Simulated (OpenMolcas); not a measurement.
## Rh+: effect of the IPEA shift

* Program: OpenMolcas
* Basis: ANO-RCC-VTZP [7s6p4d2f1g]
* Scalar Hamiltonian: DKH2, point nucleus
* Active space: 8 electrons in 5 orbitals (4d)
* State averaging: 2S+1 = 3 even, 10 roots; 2S+1 = 1 even, 15 roots
* Spin-orbit coupling: RASSI with atomic mean-field integrals over the reference wave functions, term energies averaged over their components

Methods on the same reference wave functions:
A. CASSCF
B. SS-CASPT2, IPEA 0 Eh, imaginary shift 0.1 Eh (closed shells correlated: 4s 4p)
C. SS-CASPT2, IPEA 0.25 Eh, imaginary shift 0.1 Eh (closed shells correlated: 4s 4p)

Energies in cm-1 above 4d8 3F4, the measured ground level; measured values from NIST Handbook of Basic Atomic Spectroscopic Data.

```
  Level      A      B      C  Measured
4d8 3F4    0.0    0.0    0.0       0.0
4d8 3F3   2359   2370   2370      2401
4d8 3F2   3715   3510   3530      3581
4d8 3P1  15069  10890  11620     10515
4d8 3P0  15364  11130  11860     10761
4d8 1G4  18679  15390  15340     14855
4d8 1S0  43955  35410  35630
```

Deviations, from unrounded energies. A percentage is the sum of absolute deviations over the sum of measured energies, with the sign that they share, or ± where signs differ.

```csv
Against measurement,Levels,A,B,C
mean absolute deviation (cm-1),5,2600,280,550
fine structure of the ground term (%),2,±2.9,-1.7,-1.3
other terms of the ground configuration (%),3,+35.9,+3.5,+7.4
```

B lies closest to measurement on these levels and A furthest from it. The largest miss of B in the table is 4d8 1G4, by +540 cm-1. The ranking rests on the paired levels alone, and a cruder setting can come out closer through cancelling errors.

Between B and C the level of the table that moves most is 4d8 3P1, by 730 cm-1 (lowest in B, highest in C). Moves below CASPT2's spread within the term are not significant.

The mean deviations of B to C differ by less than CASPT2's widest spread within a term (1400 cm-1), so their order carries little weight.

From A to B the spin-free energies of the other terms of 4d8 shown, above 3F, scale by factors of 0.67 to 0.80.

The lowest spin-free term lies below A's lowest term by 0.544 hartree in B, 0.536 hartree in C.

CASPT2 does not keep the components of a term degenerate, so their means are used; among the terms shown or strongly mixed into the levels shown the widest spread is 1400 cm-1 (4d8 1G, B). Configurations with an s electron lie low at this charge and mix in, so terms can be misplaced. Without dynamic correlation excited terms often stand tens of per cent too high (terms of higher spin than the ground term too low), and those without a measured partner can miss by more than the paired ones (holds for A). Measured partners are found by configuration, term and J. A level has none where our copy of the source lacks it or the pairing is in doubt (some pairs that miss far off the trend of their configuration count as doubtful), and it then counts in no deviation. Levels of configurations outside the active space are missing. The table leaves out levels that lie high or whose names do not pair safely across all columns.
